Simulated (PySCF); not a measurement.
C2H8Si2, SMILES [SiH3]/C=C/[SiH3].

Coordinates come from a PBE0-D3(BJ)/def2-SVP optimisation.

All values below come from PySCF with TDDFT-CAM-B3LYP/def2-SVPD.

Vertical excitations. Gas-phase values at a fixed geometry. State labels are in the subgroup C2h.

| state | symmetry | energy (eV) | λ (nm) | f | main pairs |
|---|---|---|---|---|---|
| S1 | Bg | 5.94 | 209 | 0.000 | HOMO−1→LUMO 97 % |
| S2 | Bu | 6.73 | 184 | 0.634 | HOMO→LUMO 97 % |
| S3 | Au | 7.33 | 169 | 0.001 | HOMO→LUMO+1 87 % |
| S4 | Ag | 7.95 | 156 | 0.000 | HOMO−1→LUMO+1 89 % |
| S5 | Au | 7.97 | 156 | 0.002 | HOMO−2→LUMO 92 % |
| S6 | Bg | 7.99 | 155 | 0.000 | HOMO−3→LUMO 72 %, HOMO−7→LUMO 12 %, HOMO→LUMO+4 11 % |
| S7 | Bg | 8.04 | 154 | 0.000 | HOMO→LUMO+4 78 % |
| S8 | Bg | 8.34 | 149 | 0.000 | HOMO→LUMO+2 89 % |
| S9 | Au | 8.39 | 148 | 0.019 | HOMO→LUMO+3 60 %, HOMO→LUMO+6 19 %, HOMO→LUMO+1 9 % |
| S10 | Bu | 8.39 | 148 | 0.028 | HOMO→LUMO+5 95 % |
| T1 | Bu | 4.04 | 307 | 0 | HOMO→LUMO 89 % |
| T2 | Bg | 5.33 | 233 | 0 | HOMO−1→LUMO 97 % |
| T3 | Au | 7.17 | 173 | 0 | HOMO→LUMO+1 83 % |
| T4 | Ag | 7.64 | 162 | 0 | HOMO−1→LUMO+1 77 %, HOMO−1→LUMO+3 16 % |
Triplets are in the Tamm–Dancoff approximation, which puts them higher than full response would, so one can lie above its singlet here.
